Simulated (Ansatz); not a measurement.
Consider the substitution at a C–O bond: `C[O][Sc]([Cl])[Cl]` + `NB(N)O` → `CNB(N)O` + `[OH][Sc]([Cl])[Cl]`.

Gas-phase electronic energies from Ansatz, PBE0-D4/def2-TZVP geometries. CCSD(T)/CBS is the MP2 limit (def2-TZVPP, def2-QZVPP) plus CCSD(T) − MP2 in def2-TZVPP, frozen cores. For Sc outer-core shells are correlated without core-valence functions, which leaves a few kJ/mol of doubt a bond. Scalar relativity is left out up to krypton. Each species was taken in one conformer, which may not be the lowest.

```json
{"species": "`C[O][Sc]([Cl])[Cl]`", "CCSD(T)/CBS(def2) energy (Eh)": "-1794.99069"}
{"species": "`NB(N)O`", "CCSD(T)/CBS(def2) energy (Eh)": "-212.52640"}
{"species": "`CNB(N)O`", "CCSD(T)/CBS(def2) energy (Eh)": "-251.77305"}
{"species": "`[OH][Sc]([Cl])[Cl]`", "CCSD(T)/CBS(def2) energy (Eh)": "-1755.74696"}
```

(1) Work out ΔE.

Largest T1 diagnostic among the species: 0.015.

Answers

(1) ΔE = (-251.77305) + (-1755.74696) − (-1794.99069) − (-212.52640) = -0.00292 Eh = -0.08 eV.

In def2-TZVPP, CCSD(T) changes the Hartree–Fock value by −0.07 eV (the triples alone add +0.00 eV) and MP2 by −0.09 eV.
